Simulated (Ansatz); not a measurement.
Consider the ligand exchange at the Al–C bond: `[AlH2][CH2]OCS` + `BBO` → `BB[O][AlH2]` + `COCS`.

Isolated molecules relaxed with PBE0-D4/def2-TZVP in Ansatz; ΔE leaves out vibrations. CCSD(T)/CBS adds triple-zeta CCSD(T) − MP2 to the extrapolated MP2 energy (def2 sets, frozen cores). This one scheme is used for every species. Functionals use def2-TZVPP. B3LYP here is the variant with VWN-RPA as its local correlation; programs differ in this. Each species was taken in one conformer, which may not be the lowest.

```
             level  ΔE (kcal/mol)  difference from CCSD(T)/CBS
            PBE-D4          -34.7                          2.9
           PBE0-D4          -35.8                          1.8
            B2PLYP          -38.9                         -1.3
            r2SCAN          -38.1                         -0.5
              PBE0          -36.0                          1.6
             B3LYP          -38.7                         -1.1
SCS-MP2/def2-TZVPP          -39.0                         -1.4
   CCSD/def2-TZVPP          -38.3                         -0.7
CCSD(T)/def2-TZVPP          -37.6                          0.0
    CCSD/CBS(def2)          -38.2                         -0.6
       CCSD(T)/CBS          -37.6                            0
```

Largest T1 diagnostic among the species: 0.014.

In def2-TZVPP, CCSD(T) changes the Hartree–Fock value by +4.7 kcal/mol (the triples alone add +0.7 kcal/mol) and MP2 by +4.0 kcal/mol. From PBE to PBE0 (25 % exact exchange), in def2-TZVPP and without D4, ΔE moves by −1.1 kcal/mol.
